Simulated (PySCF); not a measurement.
Sn(H)2(F)(vinyl) (C2H5FSn), SMILES C=[CH][SnH2][F].

The structure is a stationary point at PBE0-D3(BJ)/def2-SVP. The def2 effective core potentials stand for the cores of Sn; spin–orbit coupling is left out. The values are those of a single conformer.

Two levels are set side by side: PBE/def2-TZVP (PySCF) and PBE0/def2-TZVP (PySCF). Same geometry, gas phase. Differences are taken from unrounded values.

```json
[
 {"quantity": "orbital gap (eV)", "PBE": "5.26"},
 {"quantity": "highest occupied level (eV)", "PBE": "-7.30"},
 {"quantity": "lowest empty level (eV)", "PBE": "-2.05"},
 {"quantity": "dipole moment (D)", "PBE": "3.01"},
 {"quantity": "mean polarisability (bohr³)", "PBE": "63.0"}
]
```

Q: These are the PBE values. What does PBE0 give? (An estimate is asked for; the answer gives what the named calculation found.)

A: 
```tsv
quantity	PBE0	PBE minus PBE0
orbital gap (eV)	7.34	-2.09
highest occupied level (eV)	-8.46	1.16
lowest empty level (eV)	-1.12	-0.93
dipole moment (D)	3.17	-0.16
mean polarisability (bohr³)	60.9	2.1
```

Without exact exchange PBE keeps part of each electron's self-repulsion, which lifts occupied levels and narrows the gap. PBE's more diffuse valence density responds more strongly to a field. Differences between two approximate levels are no errors against the true value.

Rough cost on one machine, each run with all the roots and properties that it gave: PBE0 against PBE within a factor of 2.
